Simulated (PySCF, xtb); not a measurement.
C2BrCl3, SMILES ClC(Cl)=C(Cl)Br.

xtb with GFN2-xTB at its own geometry gives an orbital gap of 3.61 eV and a dipole moment of 2.22 D.

Geometry: B3LYP-D3(BJ)/def2-SVP.

Problem. What does HF/def2-TZVP run with PySCF give? (The exact figures need the calculation; the answer reports its results.)

Solution. gap 12.48 eV (levels -9.86 and 2.62 eV), dipole 0.14 D.
